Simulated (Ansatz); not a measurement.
Ansatz results at the PBE0-D4/def2-TZVP geometry: zero-point energy (PBE0-D4/def2-TZVP) 165.6 kJ/mol; size of the dipole moment (PBE/def2-TZVPP) 2.31 D; LUMO energy (PBE0/def2-TZVPP) -0.01 eV.

Each molecule was computed in one conformer, which needn't be the lowest.

(1) Which molecule gave them?
A. `[CH3][Al]([NH2])[Cl]`
B. `C=C[CH2][Al]([F])[Cl]`
C. `[CH3][AlH][O][SiH3]`
D. `[NH2][Al]([SH])[Cl]`

Results:

(1) A. The others give `C=C[CH2][Al]([F])[Cl]`: 194.7, 2.65, -1.13; `[NH2][Al]([SH])[Cl]`: 97.0, 2.84, -0.42; `[CH3][AlH][O][SiH3]`: 188.3, 1.15, -0.69.
